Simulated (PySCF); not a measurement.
A species of formula C5H6BrF has this rotational fingerprint, computed with PBE0-D3(BJ)/def2-SVP geometry optimisation, gas phase in PySCF:

| Property | Result |
| --- | --- |
| Rotational constants | A = 5267, B = 669.9, C = 635.7 MHz |
| Dipole components | \|μa\| = 1.34 D, \|μb\| = 0.77 D, \|μc\| = 1.10 D |
| Inertial defect | -55.33 u·Å² |
| κ | -0.99 |

Question: Which candidate fits, each taken in the one conformer that was computed?
A. `[CH2:1]=[C:2]([Br:3])[C:4](=[CH2:5])[CH2:6][F:7]` with C1–C2–C4–C5 174°, C2–C4–C6–F7 62°
B. `[F:1][CH2:2]/[CH:3]=[C:4]1\[CH2:5][C@H:6]1[Br:7]` with F1–C2–C3–C4 2°

Answer: B. It is FC/C=C1\C[C@H]1Br, a near-prolate asymmetric top, point group C1. The candidates at the same level (rigid rotor, commonest isotopes):

```
           SMILES  A (MHz)  B (MHz)  C (MHz)  μa (D)  μb (D)  μc (D)  Δ (u·Å²)  point group                        rotor
   C=C(Br)C(=C)CF     3838    933.3    774.3    0.70    0.80    1.15    -20.44           C1               asymmetric top
FC/C=C1\C[C@H]1Br     5267    669.9    635.7    1.34    0.77    1.10    -55.33           C1  near-prolate asymmetric top
```

`C=C(Br)C(=C)CF` has B 39 % too high. No structure here is proved a minimum.
